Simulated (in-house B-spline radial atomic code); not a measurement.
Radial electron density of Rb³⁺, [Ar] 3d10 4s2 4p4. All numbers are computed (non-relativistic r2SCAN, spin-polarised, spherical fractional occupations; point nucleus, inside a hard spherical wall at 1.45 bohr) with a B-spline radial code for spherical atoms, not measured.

Columns: r (bohr), 4πr²n(r) (electrons per bohr), bar.

```
 0.00175    1.191 #
 0.00207    1.627 #
 0.00245    2.216 ##
  0.0029    3.003 ##
 0.00343    4.039 ###
 0.00406    5.402 ####
  0.0048    7.148 ######
 0.00568     9.38 #######
 0.00671    12.13 ##########
 0.00794    15.51 ############
  0.0094    19.53 ################
  0.0111    24.03 ###################
  0.0131    28.91 #######################
  0.0156    34.16 ###########################
  0.0184    38.79 ###############################
  0.0218    42.67 ##################################
  0.0257    45.04 ####################################
  0.0304    45.67 ####################################
   0.036    44.46 ###################################
  0.0426    41.99 #################################
  0.0504    39.45 ###############################
  0.0596     38.4 ###############################
  0.0705    40.07 ################################
  0.0834    44.66 ####################################
  0.0987    50.68 ########################################
   0.117    55.19 ############################################
   0.138    55.16 ############################################
   0.163    49.76 ########################################
   0.193    41.04 #################################
   0.229    33.77 ###########################
    0.27    32.25 ##########################
    0.32    36.25 #############################
   0.378    40.92 #################################
   0.447    40.69 ################################
   0.529    33.99 ###########################
   0.626    24.84 ####################
   0.741    18.83 ###############
   0.876    17.21 ##############
    1.04    14.48 ############
    1.23    6.143 #####
    1.44  0.01465
```

On this grid the curve has 3 maxima, near 0.0304, 0.117, 0.378 bohr.

The 4s down radial function P(r) = rR(r), positive near the nucleus:

```csv
r (bohr),P
0.000541,0.02102
0.000756,0.02914
0.00106,0.0404
0.00148,0.05552
0.00207,0.07595
0.0029,0.1031
0.00406,0.1381
0.00568,0.1814
0.00794,0.2318
0.0111,0.2846
0.0156,0.3291
0.0218,0.3433
0.0304,0.2977
0.0426,0.1568
0.0596,-0.09051
0.0834,-0.3905
0.117,-0.5803
0.163,-0.4327
0.229,0.1429
0.32,0.7833
0.447,0.8056
0.626,-0.1198
0.876,-1.238
1.23,-0.9329
```
